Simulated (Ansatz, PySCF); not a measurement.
Breaking the C3–H4 bond in CH4Si (SMILES C[SiH]) (multiplicity 1 held, fragments rigid). Energies count from the point at 1.090 Å.
Geometry at that point (charge 0, multiplicity 1):
```xyz
6

Si    -0.44284    -0.33733     0.51775
H     -1.42990    -0.70044    -0.59087
C      0.77077     0.54411    -0.65074
H      1.64710     0.94860    -0.14442
H      0.25621     1.35865    -1.17490
H      1.10167    -0.14881    -1.43392
```

R- and RO- levels are restricted; in cc, def2 and unpolarised 6-31G sets they are followed outwards from rest. U- levels take the lowest unrestricted solution at each point, which mixes spins at long bonds. Active spaces are followed from a long bond inwards. Curves can end on different states.

Correlated levels freeze the cores. Rows in 6-31G* carry no dispersion term and start afresh at each structure (6-31G* with six Cartesian d functions).

Programs: Ansatz (Gaussian orbitals); PySCF for 6-31G* rows. Values without a source in brackets are computed.

```
level                                      energy at R = 3.488 Å (kcal/mol)
-----------------------------------------  --------------------------------
U-HF/6-31G*                                                           90.21
U-PBE/cc-pV(T+d)Z                                                    110.99
R-r2SCAN/cc-pV(T+d)Z                                                 143.06
U-B3LYP/6-31G*                                                       114.25
R-MP2/cc-pV(T+d)Z                                                       [?]
U-MP2/cc-pV(T+d)Z                                                    114.83
FIC-NEVPT4(SD) on CASSCF(2,2)/cc-pV(T+d)Z                            113.44
FIC-MRCISD on CASSCF(2,2)/cc-pV(T+d)Z                                112.28
FIC-MRCISD+Q on CASSCF(2,2)/cc-pV(T+d)Z                              113.32
```

### Question
What belongs in the gaps?

### Answer

- R-MP2/cc-pV(T+d)Z, energy at R = 3.488 Å (kcal/mol): 152.03

Doubts at one or more of the structures used: a spin-contaminated determinant (U-HF/6-31G*, U-PBE/cc-pV(T+d)Z, U-B3LYP/6-31G*, U-MP2/cc-pV(T+d)Z); a restricted determinant that unrestricted orbitals would lower (R-r2SCAN/cc-pV(T+d)Z, R-MP2/cc-pV(T+d)Z).

Ansatz is a first-principles code.
